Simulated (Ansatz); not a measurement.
Ge2Cl2⁺. The state is a doublet with charge 1. Geometry PBE-D4/def2-SVP, that of the neutral singlet; atoms count from 1.

| atom | x (Å) | y (Å) | z (Å) |
| --- | --- | --- | --- |
| Ge1 | -0.874 | 1.114 | -0.206 |
| Ge2 | 0.965 | -0.445 | -0.958 |
| Cl3 | 1.075 | 0.667 | 1.245 |
| Cl4 | -1.166 | -1.336 | -0.081 |

The structure comes from a short search, and lower isomers may exist.

(1) Estimate the Mulliken populations from the PBE0/def2-TZVP orbitals of Ansatz.

(2) Where does the spin sit?

(3) And the Mayer bond orders between heavy atoms (over 0.3)?

Answers

(1) 
| atom | charge (e) | spin (α − β) |
| --- | --- | --- |
| Ge1 | 0.65 | 0.48 |
| Ge2 | 0.65 | 0.48 |
| Cl3 | -0.15 | 0.02 |
| Cl4 | -0.15 | 0.02 |
Mulliken values depend strongly on the basis.

(2) Summed by element: Ge 0.97, Cl 0.03, of 1 unpaired in all. Largest on single atoms: Ge1 0.48, Ge2 0.48, Cl3 0.02.

(3) Ge1–Ge2 0.53 (2.53 Å); Ge1–Cl3 0.67 (2.47 Å); Ge1–Cl4 0.67 (2.47 Å); Ge2–Cl3 0.67 (2.47 Å); Ge2–Cl4 0.67 (2.47 Å).
